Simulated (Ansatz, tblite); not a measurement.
Redistribution: C2H3Cl + C2H4FI → C2H3I + C2H4ClF

Species: C2H3Cl `C=CCl`, singlet; C2H4FI `FCCI`, singlet; C2H3I (vinyl iodide) `C=CI`, singlet; C2H4ClF `FCCCl`, singlet. The partners trade Cl for I; both sit on C, so the bond types are kept.

Shapes, held fixed at every level: PBE0-D4/def2-TZVP. Flexible molecules stand in one conformer, not always the lowest. Programs: Ansatz 0.2.0, tblite 0.8.0. The zero-point and thermal change to 298 K, harmonic and unscaled (PBE0-D4/def2-TZVP), is -0.4 kJ/mol.

**Question.** Estimate ΔH(298 K) of this reaction.

**Answer.** The highest level, CCSD(T)/def2-TZVPP, gives ΔH(298 K) = +10.6 kJ/mol; the levels span +7.6 to +12.0. The column of differences is taken from that level and isn't an error. No measured value is set beside it here. For atoms past krypton def2 sets carry core potentials with scalar relativity. Outer-core shells of I are correlated, in sets that cover them unevenly. Times are processor times on shared x86 and Arm servers, and rough.

```tsv
level	kind	ΔH(298 K) (kJ/mol)	less CCSD(T)/def2-TZVPP	CPU time (sum over the molecules)
GFN1-xTB	semi-empirical	+10.1	-0.5	1.6 s
HF/def2-SVP	Hartree–Fock	+7.6	-3.0	–
PBE-D4/def2-TZVPP	GGA	+12.0	+1.4	17 s
B3LYP-D4/def2-TZVPP	global hybrid	+10.6	0.0	22 s
PBE0-D4/def2-TZVPP	global hybrid	+11.3	+0.7	18 s
wB97M-V/def2-TZVPP	range-separated hybrid	+10.4	-0.2	53 s
wB97X-V/def2-TZVPP	range-separated hybrid	+10.1	-0.5	40 s
CCSD/def2-TZVPP	coupled cluster or CI	+10.0	-0.6	–
CCSD(T)/def2-TZVPP	coupled cluster or CI	+10.6	0.0	5.7 min
```
